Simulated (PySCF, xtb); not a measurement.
CH6O2Si2, SMILES [SiH3][SiH2]OC=O.

GFN2-xTB run with xtb at its own geometry gives an orbital gap of 3.37 eV and a dipole moment of 1.47 D.

Coordinates come from a PBE0-D3(BJ)/def2-SVP optimisation. The structure was generated by enumeration, and PubChem lists no compound with its InChIKey, so it may never have been made. Other conformers were not sampled.

Q: What does PBE/def2-TZVP run with PySCF give? (Estimate from the structure and the level; the computed values follow.)

A: gap 5.34 eV (levels -6.86 and -1.52 eV), dipole 1.38 D.
